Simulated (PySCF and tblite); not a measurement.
Values are calculated unless marked as measured or tabulated.
Rearrangement: stationary points, barriers and rates

System: C₅H₈Si, numbered as in [SiH3:1][CH:2]1[CH:3]=[CH:4][CH:5]=[CH:6]1.

Motion: shift of H on C2 from C2 to C6. The path came from a restrained scan, a climbing-image band and a saddle search at GFN2-xTB; energies are PBE0/pcSseg-1 + D3(BJ), IEF-PCM water//PBE0-D3(BJ)/def2-SVP, thermal terms GFN2-xTB. Rate constants are transition-state-theory values, counting equivalent paths, without tunnelling. Run with tblite and PySCF.

```
 point  symmetry  E(GFN2) kcal/mol  E(DFT) kcal/mol  ZPE change kcal/mol  lowest mode cm⁻¹  dipole D
 start        Cs               0.0              0.0                 0.00               110      0.63
saddle        C1              27.9             26.5                -2.63             1090i      1.31
   end        Cs               1.5              1.8                -0.27                54      1.31
```

```json
{"Electronic barrier": "26.5 kcal/mol", "Barrier with zero-point energy": "23.9 kcal/mol", "ΔH‡ (298 K)": "23.9 kcal/mol", "ΔS‡ (298 K, symmetry apart)": "-0.1 cal/(mol K)", "Paths": "2 equivalent paths", "End point": "a different minimum", "Mean lifetime of the start against this motion at 298 K": "7.2 h", "Cost": "2.7 min on 1 thread of Arm Neoverse V2 (shared host) (rough), peak memory 0.84 GiB, launched as `OMP_NUM_THREADS=1 python ens_run.py task.json out`"}
```

```csv
T/K,ΔG‡ kcal/mol,k s⁻¹,ΔG kcal/mol,k back s⁻¹
298,23.9,3.9×10⁻⁵,1.4,0.00038
350,23.9,0.017,1.3,0.11
400,23.9,1.4,1.3,6.8
```

ΔG and ΔG‡ leave out symmetry numbers and mirror images; rates count paths: 2 out, 2 back.

Tunnelling of the moving H, left out here, will speed the real process.
